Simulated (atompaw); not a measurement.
**Logarithmic derivatives: V, PAW (atompaw)**

```json
{
 "Element": "vanadium (V)",
 "Generator": "atompaw 4.2.0.5",
 "Type": "PAW",
 "Functional": "PBE",
 "Relativity": "scalar-relativistic",
 "Frozen core": "[Ne]",
 "Valence charge": "13",
 "Reference configuration": "3s2 3p6 3d3 4s1.5 4p0 (charge +0.5)",
 "Partial waves": "3s (bound): rc 1.40 bohr; 4s (bound): rc 1.40 bohr; 3p (bound): rc 1.70 bohr; 4p (bound, empty): rc 2.40 bohr; 3d (bound): rc 2.40 bohr; 3d channel at 0.6 Ry: rc 2.40 bohr",
 "Local potential": "bessel scheme, radius 2.00 bohr",
 "Core correction": "smooth core density matched at 1.30 bohr",
 "Augmentation charge": "sinc compensation charge, radius 2.35 bohr; PAW radius 2.40 bohr; waves and projectors: custom rrkj gramschmidtortho"
}
```

The phase is arctan(r·u′/u) with u = r·R(r), unwrapped; energies in Ry, scanned from -7 to 5 Ry. A pole is an energy at which the radial function vanishes at the test radius. The pseudo phase is shifted by a multiple of π to meet the all-electron one at the reference energy, and phase errors are pseudo minus all-electron; the curves can meet again beyond the range given. Levels narrower than the energy grid can be missing from the lists of poles.

```csv
channel,radius (bohr),reference energy (Ry),"poles, all-electron","poles, pseudo",unbroken range about the reference energy with phases within 0.05 rad,phase error 1 Ry above the reference energy (rad)
s,2.41,-0.57,"-5.39, 2.63","-5.39, 2.64",the whole range,+0.000
p,2.41,-0.30,"-3.43, 3.65","-3.43, 3.70",the whole range,-0.000
d,2.41,-0.64,-0.34,-0.34,below 1.7,+0.000
```

Phases in the p channel:

| E (Ry) | all-electron | pseudo |
| --- | --- | --- |
| -7.00 | 1.401 | 1.400 |
| -6.76 | 1.397 | 1.396 |
| -6.52 | 1.393 | 1.392 |
| -6.28 | 1.388 | 1.388 |
| -6.04 | 1.383 | 1.383 |
| -5.80 | 1.378 | 1.378 |
| -5.56 | 1.372 | 1.372 |
| -5.32 | 1.366 | 1.365 |
| -5.08 | 1.358 | 1.357 |
| -4.84 | 1.349 | 1.348 |
| -4.60 | 1.337 | 1.337 |
| -4.36 | 1.321 | 1.321 |
| -4.12 | 1.297 | 1.296 |
| -3.88 | 1.244 | 1.243 |
| -3.64 | 0.916 | 0.915 |
| -3.40 | -1.612 | -1.613 |
| -3.16 | -1.737 | -1.738 |
| -2.92 | -1.779 | -1.779 |
| -2.68 | -1.805 | -1.805 |
| -2.44 | -1.827 | -1.828 |
| -2.20 | -1.849 | -1.849 |
| -1.96 | -1.873 | -1.873 |
| -1.72 | -1.899 | -1.899 |
| -1.48 | -1.929 | -1.929 |
| -1.24 | -1.966 | -1.966 |
| -1.00 | -2.013 | -2.013 |
| -0.76 | -2.074 | -2.074 |
| -0.52 | -2.156 | -2.156 |
| -0.28 | -2.275 | -2.275 |
| -0.04 | -2.454 | -2.454 |
| 0.20 | -2.731 | -2.731 |
| 0.44 | -3.130 | -3.131 |
| 0.68 | -3.573 | -3.573 |
| 0.92 | -3.923 | -3.923 |
| 1.16 | -4.154 | -4.153 |
| 1.40 | -4.304 | -4.303 |
| 1.64 | -4.405 | -4.405 |
| 1.88 | -4.478 | -4.477 |
| 2.12 | -4.533 | -4.532 |
| 2.36 | -4.576 | -4.574 |
| 2.60 | -4.610 | -4.609 |
| 2.84 | -4.639 | -4.637 |
| 3.08 | -4.664 | -4.662 |
| 3.32 | -4.686 | -4.683 |
| 3.56 | -4.706 | -4.702 |
| 3.80 | -4.724 | -4.719 |
| 4.04 | -4.741 | -4.736 |
| 4.28 | -4.757 | -4.751 |
| 4.52 | -4.774 | -4.766 |
| 4.76 | -4.790 | -4.780 |
| 5.00 | -4.806 | -4.795 |
